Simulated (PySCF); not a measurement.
SiFCl2Br, SMILES F[Si](Cl)(Cl)Br.

Geometry optimised at ωB97X-D3(BJ)/def2-SVP.

Two levels are set side by side: PBE/def2-TZVP (PySCF) and ωB97X/def2-TZVP (PySCF). Same geometry, gas phase. Differences are taken from unrounded values.

```
quantity                      ωB97X    PBE  PBE minus ωB97X
---------------------------  ------  -----  ---------------
orbital gap (eV)              13.03   6.11            -6.91
highest occupied level (eV)  -11.55  -7.84             3.71
lowest empty level (eV)        1.48  -1.72            -3.20
dipole moment (D)              0.72   0.69            -0.03
mean polarisability (bohr³)    61.8   65.0              3.3
```

Without exact exchange PBE keeps part of each electron's self-repulsion, which lifts occupied levels and narrows the gap. Loosely held outer electrons make PBE densities more polarisable. Differences between two approximate levels are no errors against the true value.

Rough cost on one machine, each run with all the roots and properties that it gave: ωB97X against PBE within a factor of 2.
